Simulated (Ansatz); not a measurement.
`[OH][Ge]([F])([F])[SH]` → 2 F• + Ge• + 2 H• + O• + S•  (atomization)

Isolated molecules relaxed with PBE0-D4/def2-TZVP in Ansatz; ΔE leaves out vibrations. CCSD(T)/CBS adds triple-zeta CCSD(T) − MP2 to the extrapolated MP2 energy (def2 sets, frozen cores). This one scheme is used for every species, atoms too. For atomizations the MP2-based limit and the directly extrapolated one differ by several kJ/mol either way, and by 10 to 25 for some Ge, Se and Sn compounds, so smaller differences from it don't rank the levels. Functionals use def2-TZVPP. B3LYP here is the variant with VWN-RPA as its local correlation; programs differ in this. No spin–orbit coupling; open shells (•) take unrestricted orbitals. Spin–orbit coupling would lower the free atoms: a little for F, O, S; clearly for Ge. For Ge outer-core shells are correlated without core-valence functions, so the limit isn't a true one: a few kJ/mol of doubt a bond, and 10 to 20 or more in all where bonds break to atoms. Scalar relativity is left out up to krypton. Each species was taken in one conformer, which may not be the lowest.

CCSD(T)/CBS gives +2478.7 kJ/mol.

Question: Another level gave +2389.0 kJ/mol. Which?
A. PBE/def2-TZVPP
B. BLYP-D4/def2-TZVPP
C. r2SCAN0-D4/def2-TZVPP
D. B3LYP-D4/def2-TZVPP

Answer: C. r2SCAN0-D4 2389.0, BLYP-D4 2444.3, B3LYP-D4 2419.5, PBE 2494.5 kJ/mol.

Largest T1 diagnostic among the species: 0.012.

From BLYP to BHLYP (50 % exact exchange), in def2-TZVPP and without D4, ΔE moves by −124.3 kJ/mol: exact exchange takes away binding that semilocal exchange gives to molecules. In def2-TZVPP, CCSD(T) changes the Hartree–Fock value by +753.6 kJ/mol (the triples alone add +54.5 kJ/mol) and MP2 by +854.6 kJ/mol; breaking electron pairs costs correlation energy, which Hartree–Fock lacks. At CCSD(T), def2-SVP lies −225.6 kJ/mol from the extrapolated value and def2-TZVPP −73.1 kJ/mol: correlation converges slowly with the basis, and small sets miss more of it in the bonded molecule than in its fragments.
